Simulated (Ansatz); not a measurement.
One geometry of `COc1ccc(-c2sc(-c3sc(-c4sc(-c5sc(-c6ccc(C(F)=C(F)F)cc6)c6c5OCCO6)c5c4OCCO5)c4c3OCCO4)c3c2OCCO3)cc1`, several levels of theory.

```yaml
crystal:
  periodic: [false, false, false]
  atoms:
    - {symbol: C, position_ang: [-13.364727, -1.154587, 1.719227]}
    - {symbol: O, position_ang: [-12.213063, -0.973678, 2.518039]}
    - {symbol: C, position_ang: [-11.014081, -0.805061, 1.892437]}
    - {symbol: C, position_ang: [-10.828830, -0.795596, 0.495200]}
    - {symbol: C, position_ang: [-9.548495, -0.616927, -0.045138]}
    - {symbol: C, position_ang: [-8.411908, -0.438900, 0.780992]}
    - {symbol: C, position_ang: [-7.077771, -0.259124, 0.224548]}
    - {symbol: S, position_ang: [-5.664057, -0.259763, 1.273487]}
    - {symbol: C, position_ang: [-4.546230, -0.004757, -0.059834]}
    - {symbol: C, position_ang: [-3.130222, 0.081764, 0.124744]}
    - {symbol: S, position_ang: [-2.011661, 0.305684, -1.220024]}
    - {symbol: C, position_ang: [-0.606002, 0.295004, -0.154754]}
    - {symbol: C, position_ang: [0.733165, 0.407127, -0.643103]}
    - {symbol: S, position_ang: [2.137248, 0.334950, 0.416231]}
    - {symbol: C, position_ang: [3.266604, 0.471076, -0.928493]}
    - {symbol: C, position_ang: [4.681707, 0.453764, -0.689437]}
    - {symbol: S, position_ang: [5.351589, -0.485478, 0.632885]}
    - {symbol: C, position_ang: [7.000216, 0.033169, 0.311698]}
    - {symbol: C, position_ang: [8.097498, -0.428497, 1.145437]}
    - {symbol: C, position_ang: [9.445335, -0.055518, 0.891143]}
    - {symbol: C, position_ang: [10.490500, -0.511409, 1.692833]}
    - {symbol: C, position_ang: [10.247752, -1.365367, 2.798044]}
    - {symbol: C, position_ang: [11.294169, -1.878807, 3.676697]}
    - {symbol: F, position_ang: [10.879024, -2.674968, 4.693252]}
    - {symbol: C, position_ang: [12.635871, -1.676184, 3.623173]}
    - {symbol: F, position_ang: [13.490056, -2.202641, 4.486247]}
    - {symbol: F, position_ang: [13.249069, -0.933091, 2.708854]}
    - {symbol: C, position_ang: [8.906065, -1.737567, 3.059882]}
    - {symbol: C, position_ang: [7.864556, -1.281380, 2.255441]}
    - {symbol: C, position_ang: [7.004100, 0.872611, -0.808014]}
    - {symbol: C, position_ang: [5.707948, 1.122817, -1.359018]}
    - {symbol: O, position_ang: [5.499873, 1.979115, -2.401286]}
    - {symbol: C, position_ang: [6.625073, 2.820187, -2.647936]}
    - {symbol: C, position_ang: [7.915425, 2.014778, -2.625229]}
    - {symbol: O, position_ang: [8.131016, 1.444860, -1.331413]}
    - {symbol: C, position_ang: [2.569017, 0.583931, -2.133180]}
    - {symbol: C, position_ang: [1.154730, 0.562082, -1.966777]}
    - {symbol: O, position_ang: [0.282248, 0.649954, -3.015927]}
    - {symbol: C, position_ang: [0.914154, 0.375640, -4.268555]}
    - {symbol: C, position_ang: [2.252607, 1.098117, -4.369279]}
    - {symbol: O, position_ang: [3.157161, 0.647455, -3.361183]}
    - {symbol: C, position_ang: [-1.015922, 0.129196, 1.171162]}
    - {symbol: C, position_ang: [-2.420760, 0.007860, 1.327147]}
    - {symbol: O, position_ang: [-3.017586, -0.164446, 2.544328]}
    - {symbol: C, position_ang: [-2.136706, 0.156266, 3.625067]}
    - {symbol: C, position_ang: [-0.756691, -0.452649, 3.402583]}
    - {symbol: O, position_ang: [-0.146953, 0.082937, 2.224198]}
    - {symbol: C, position_ang: [-5.263652, 0.067913, -1.255532]}
    - {symbol: C, position_ang: [-6.673471, -0.072367, -1.099682]}
    - {symbol: O, position_ang: [-7.524695, -0.019304, -2.173727]}
    - {symbol: C, position_ang: [-6.908243, 0.540348, -3.335317]}
    - {symbol: C, position_ang: [-5.524930, -0.056282, -3.559541]}
    - {symbol: O, position_ang: [-4.660004, 0.259287, -2.467548]}
    - {symbol: C, position_ang: [-8.625343, -0.448580, 2.186362]}
    - {symbol: C, position_ang: [-9.892546, -0.629032, 2.732434]}
    - {symbol: H, position_ang: [-13.292768, -2.066675, 1.082975]}
    - {symbol: H, position_ang: [-13.556937, -0.278082, 1.058428]}
    - {symbol: H, position_ang: [-14.216318, -1.270921, 2.415675]}
    - {symbol: H, position_ang: [-11.678007, -0.931956, -0.188446]}
    - {symbol: H, position_ang: [-9.422761, -0.619861, -1.135488]}
    - {symbol: H, position_ang: [9.666230, 0.606373, 0.044899]}
    - {symbol: H, position_ang: [11.514059, -0.195320, 1.454616]}
    - {symbol: H, position_ang: [8.688569, -2.396244, 3.911640]}
    - {symbol: H, position_ang: [6.836005, -1.594615, 2.494563]}
    - {symbol: H, position_ang: [6.674548, 3.629958, -1.882577]}
    - {symbol: H, position_ang: [6.465588, 3.281902, -3.642249]}
    - {symbol: H, position_ang: [8.791860, 2.658139, -2.835834]}
    - {symbol: H, position_ang: [7.870026, 1.206886, -3.391646]}
    - {symbol: H, position_ang: [1.069016, -0.722405, -4.381351]}
    - {symbol: H, position_ang: [0.218103, 0.720597, -5.057970]}
    - {symbol: H, position_ang: [2.735753, 0.891860, -5.344473]}
    - {symbol: H, position_ang: [2.095677, 2.197710, -4.273889]}
    - {symbol: H, position_ang: [-2.048902, 1.262946, 3.724954]}
    - {symbol: H, position_ang: [-2.601544, -0.249222, 4.544787]}
    - {symbol: H, position_ang: [-0.842467, -1.560239, 3.312722]}
    - {symbol: H, position_ang: [-0.080308, -0.214267, 4.246464]}
    - {symbol: H, position_ang: [-7.578086, 0.315303, -4.188454]}
    - {symbol: H, position_ang: [-6.826449, 1.646988, -3.226272]}
    - {symbol: H, position_ang: [-5.604497, -1.162452, -3.675079]}
    - {symbol: H, position_ang: [-5.055312, 0.364835, -4.470061]}
    - {symbol: H, position_ang: [-7.771319, -0.302870, 2.866913]}
    - {symbol: H, position_ang: [-10.049019, -0.634252, 3.821286]}
basis:
  gaussian: {orbitals: def2-SVP, fitting: {mean_field: def2-universal-jkfit}, initial_orbitals: start.molden}
hamiltonian: {xc: pbe, dispersion: d4}
scf: {omitted_lower_state_checks: [starts]}
output: {orbitals: {seedname: orbitals}}
```

The file start.molden holds the orbitals of an earlier run on this structure, at another level or in another basis.

```sh
$ ansatz run in.yaml --threads 11 --pin off --events-out ev --progress --plain --max-ram 174080MiB --backend cuda --devices 0, --max-vram 75GiB
```

It prints (some lines left out):

```
Functional definition: PBE
4847 factors; integrals over basis functions are off by at most 2.5e-1 eV
mean field evaluation 1: about -110634.3889 eV, gradient 2.7e1 eV
mean field evaluation 2: about -110636.2451 eV, gradient 1.5e0 eV
mean field evaluation 4: about -110636.2512 eV, gradient 1.9e-1 eV
mean field evaluation 8: about -110636.2513 eV, gradient 1.2e-5 eV
mean field -110636.25128806 eV, -4065.8072428915 hartree, gradient 1.2e-5 eV, S^2 0.000000; 0 other end points of the search recorded, 0 dependent functions left out
reference -110636.25140992 eV, -4065.8072473698 hartree; 212, 212 occupied and 709, 709 virtual orbitals, 4847 factors
Total energy: -110640.01627021 eV, -4065.9456034336 hartree
Checks for a lower state left out: starts
```

Hardware: 11 threads of AMD EPYC 7R13 on a shared host and a whole NVIDIA H100 80GB HBM3. Wall time 8.5 s, peak host memory 1.3 GiB.

First input, but with `gaussian: {orbitals: def2-TZVP, fitting: {mean_field: def2-universal-jkfit}, initial_orbitals: start.molden}` (abridged; 12 s):

```
Functional definition: PBE
mean field -110725.41089878 eV, -4069.0837981511 hartree, gradient 1.4e-5 eV, S^2 0.000000
Total energy: -110729.17591486 eV, -4069.2221599398 hartree
Checks for a lower state left out: starts
```

Geometry: PBE-D4/def2-SVP.

Single mean-field runs in def2-SVP, def2-TZVP are fitted with def2-universal-jkfit.
